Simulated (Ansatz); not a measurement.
Ansatz (a program for electronic structure) input:

Ansatz 0.2 input:
```yaml
crystal:
  periodic: [false, false, false]
  atoms:
    - {symbol: C, position_ang: [-1.53979150, 0.26545639, 0.27089219]}
    - {symbol: C, position_ang: [-0.62338202, -0.98154047, 0.20237947]}
    - {symbol: C, position_ang: [0.59707019, -0.03733106, 0.27862315]}
    - {symbol: C, position_ang: [-0.32373306, 1.12397970, -0.15764146]}
    - {symbol: N, position_ang: [1.71320044, -0.34677875, -0.60216196]}
    - {symbol: H, position_ang: [-1.85565850, 0.48487070, 1.29119961]}
    - {symbol: H, position_ang: [-2.41652261, 0.27983329, -0.37473893]}
    - {symbol: H, position_ang: [-0.66443027, -1.45559828, -0.77908749]}
    - {symbol: H, position_ang: [-0.72968169, -1.74198353, 0.97616781]}
    - {symbol: H, position_ang: [0.89113256, 0.10039388, 1.32883462]}
    - {symbol: H, position_ang: [-0.18380706, 2.09367149, 0.32031273]}
    - {symbol: H, position_ang: [-0.28014244, 1.24464730, -1.24079997]}
    - {symbol: H, position_ang: [2.17970751, -1.19598411, -0.30018422]}
    - {symbol: H, position_ang: [2.40601783, 0.39421310, -0.57209056]}
basis:
  gaussian:
    orbitals: def2-TZVP
hamiltonian:
  xc: b3lyp
  dispersion: d3bj
phonons: {temperatures: {t_min: 298.15, t_max: 298.15, t_step: 100}}
```

Q: What final total energy does it print?

A: -212.66322 Eh (B3LYP-D3(BJ)/def2-TZVP). The basis has 209 functions.
